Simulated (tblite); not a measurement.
C₆H₆F₃O (doublet state).
Geometry (GFN2-xTB, Å), atoms numbered from 1 in this order:
```
atom  x, y, z in Å
C1     2.6905    1.0143   -0.5855
O2     1.4059    0.8310   -0.3648
C3     0.8971   -0.3497   -0.0457
C4    -0.4322   -0.5606    0.1974
C5    -0.9014   -1.8994    0.6858
C6    -1.4509    0.4428    0.0646
F7    -2.6003    0.1838    0.7408
C8    -1.4706    1.5825   -0.6506
F9    -2.4961    2.4314   -0.6560
F10   -0.5238    2.0016   -1.4828
H11    3.3915    0.1997   -0.5230
H12    2.9791    2.0134   -0.8371
H13    1.5940   -1.1768    0.0519
H14   -1.3450   -1.8045    1.6765
H15   -1.6689   -2.2979    0.0237
H16   -0.0765   -2.6027    0.7348
```

Structure optimised with GFN2-xTB, isolated species. This method treats the open shell by occupation alone, without spin polarisation.

Take the most abundant isotopes and a rigid rotor. The values belong to one conformer with, in the numbering `[CH2:1][O:2]/[CH:3]=[C:4](/[CH3:5])[C:6]([F:7])=[C:8]([F:9])[F:10]`, H–C1–O2–C3 1° and 180°, C1–O2–C3–C4 179°, C3–C4–C6–F7 -160°.

What are A, B and C (cm⁻¹)?

Ia = 314.29, Ib = 445.20, Ic = 731.05 u·Å²; 505379 MHz·u·Å²/I gives 1608, 1135 and 691.3 MHz, that is A = 0.05364, B = 0.03786, C = 0.02306 cm⁻¹.

Classify the top.

An asymmetric top; Ray's κ = -0.032.

Is it planar, by Δ = Ic − Ia − Ib?

Not planar: Δ = Ic − Ia − Ib = -28.44 u·Å². For a rigid frame Δ = −2 Σ m c², so Σ m c² = 14.22 u·Å² lies off the ab plane: 2.33 from hydrogen and 11.89 from heavier atoms. The atom farthest from that plane is 1.20 Å away.

Estimate the classical rotational partition function at 25 K, 50 K and 100 K.

Point group C1, symmetry number σ = 1; q = (√π/σ)·√((kT/h)³/(ABC)), k/h = 20836.6 MHz/K: 18800 at 25 K, 53100 at 50 K, 150000 at 100 K.

For this open shell read J as N, the rotation without spin; fine and hyperfine splittings come on top. Its GFN2-xTB frequencies are all real (lowest 36 cm⁻¹). Constants of a rigid frame at the computed geometry: no zero-point averaging, no centrifugal distortion.
